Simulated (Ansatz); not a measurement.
Conformers of C3H8BClO, SMILES `CCOB(C)Cl`, each relaxed with PBE0-D4/def2-TZVP in Ansatz. CBS adds the triple-zeta coupled-cluster correction to the MP2 limit.

Not all of them had a frequency check.

Conformer A:

Cartesian coordinates in Å:
```
C -0.833 -1.888 0.637
C -0.594 -1.152 -0.658
O -0.467 0.247 -0.427
B 0.680 0.902 -0.203
C 0.685 2.437 0.064
Cl 2.238 0.020 -0.207
H -1.713 -1.495 1.149
H -0.995 -2.950 0.439
H 0.029 -1.793 1.301
H -1.445 -1.267 -1.334
H 0.300 -1.528 -1.162
H 1.309 2.953 -0.672
H 1.127 2.654 1.041
H -0.320 2.860 0.032
```

Conformer B:

Z-matrix (Å, degrees):
```
C
C 1 1.506
H 1 1.092 2 110.0
H 1 1.092 2 110.8 3 -119.8
H 1 1.092 2 110.8 3 119.9
O 2 1.425 1 108.7 3 -180.0
H 2 1.094 1 111.2 3 59.9
H 2 1.094 1 111.2 3 -59.8
B 6 1.340 2 124.7 1 -179.7
C 9 1.559 6 121.0 2 -179.9
Cl 9 1.787 6 119.7 2 0.0
H 10 1.094 9 110.6 6 -122.1
H 10 1.094 9 110.4 6 120.8
H 10 1.091 9 111.9 6 -0.6
```

Problem. Which is lowest in electronic energy at CCSD(T)/CBS (frozen core, def2 sets), and by how much? (Best estimate.)

Solution. The calculation gave: A; B lies 0.5 kJ/mol higher. Gaps under about 2 kJ/mol don't settle the order.

Problem. Give the energies relative to A (kJ/mol) with PBE-D4/def2-TZVPP, r2SCAN-D4/def2-TZVPP, MP2/def2-TZVPP, CCSD(T)/def2-TZVPP, HF/CBS(def2), MP2/CBS(def2), CCSD/CBS(def2). (An estimate is asked.)

Solution. Ansatz gave: 
```tsv
level	B
PBE-D4/def2-TZVPP	1.1
r2SCAN-D4/def2-TZVPP	0.4
MP2/def2-TZVPP	1.0
CCSD(T)/def2-TZVPP	0.6
HF/CBS(def2)	-2.1
MP2/CBS(def2)	0.9
CCSD/CBS(def2)	0.0
```
